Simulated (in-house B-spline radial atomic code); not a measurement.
Results of a calculation; reference values are marked as such.
## Stopping and range of 50 keV O in InAs

The pair potential comes from two frozen, spherical free-atom densities (PBE, B-spline radial code, scalar-relativistic past argon): electrostatics plus the change in Thomas-Fermi kinetic and Dirac exchange energy where they overlap, the recipe behind the universal ZBL potential, which averages such potentials (from solid-state densities) over many pairs. It is written V = (Z1 Z2 e²/r) φ(r/a), with e² = 14.3996 eV·Å and a = 0.46850 Å/(Z1^0.23 + Z2^0.23); ZBL's fit is φ = 0.18175 e^(−3.1998x) + 0.50986 e^(−0.94229x) + 0.28022 e^(−0.4029x) + 0.02817 e^(−0.20162x). Where φ falls below 4e-4 it is continued as an exponential.

The target is taken as amorphous, with density 5.68 g/cm³ (NSM archive of the Ioffe Institute); channelling is ignored. Masses: O 16.0, In 114.82, As 74.92 u. Nuclear stopping is S_n = 4π a Z1 Z2 e² M1/(M1 + M2) × s_n(ε), with s_n integrated over impact parameters for each pair. Electronic stopping is Lindhard and Scharff's S_e = Z1^(1/6) 8π e² a0 Z1 Z2/(Z1^(2/3) + Z2^(2/3))^(3/2) × v/v0, with a0 = 0.529177 Å and v = v0 at 24.801 keV/u; it misses the oscillations with Z1 seen in experiment, which reach tens of per cent. Compounds add by atom fraction.

```tsv
target atom	a (Å)	ε at this energy	s_n, this pair	s_n, ZBL potential
In	0.11537	0.8969	0.3229	0.3184
As	0.12175	1.319	0.305	0.2926
```

Task: What are the atom density and the stopping powers at entry?

Result: N = 5.68 × 0.602214/94.87 = 0.03606 atoms/Å³. For In: S_n = 1001 × 0.3229 = 323.2 eV·Å², S_e = 2.3240 × √50000 = 519.7 eV·Å². For As: S_n = 1023 × 0.305 = 312.2 eV·Å², S_e = 2.1016 × √50000 = 469.9 eV·Å². Averaged over the target's atoms (half each) and times N × 10 Å/nm, the ion loses N S_n = 115 eV/nm to recoils and N S_e = 178 eV/nm to electrons; the nuclear share is 39 %.

Along the track:

| E (keV) | N S_n (eV/nm) | N S_e (eV/nm) |
| --- | --- | --- |
| 2.5 | 108 | 39.9 |
| 7.5 | 129 | 69.1 |
| 15 | 132 | 97.7 |
| 25 | 128 | 126 |
| 37.5 | 121 | 154 |
| 50 | 115 | 178 |

Task: Estimate the path length and the projected range.

Result: With continuous slowing down the path is the integral of dE/(N (S_n + S_e)). Trapezoids over the table give 197 nm, and the stretch below the first row, with stopping taken as √E, adds 2E/(N S) = 34 nm: 231 nm in all, against 223 nm on a fine grid from 5 eV. Deflections shorten the depth: to first order in the energy passed on, N (S_n + S_e) dR_p/dE = 1 − N S_n (M2/M1) R_p/(2E), summed over the target's atoms, and integrating this on the fine grid gives R_p = 79 nm, 0.35 of the path. Lindhard's rule of thumb R/(1 + M2/3M1), with mean M2/M1 = 5.93, gives 74.8 nm; it is meant for M2/M1 below about 2. On the ZBL potential the same equation gives 80.8 nm, and the full integral equation, which keeps hard collisions, 84.7 nm.
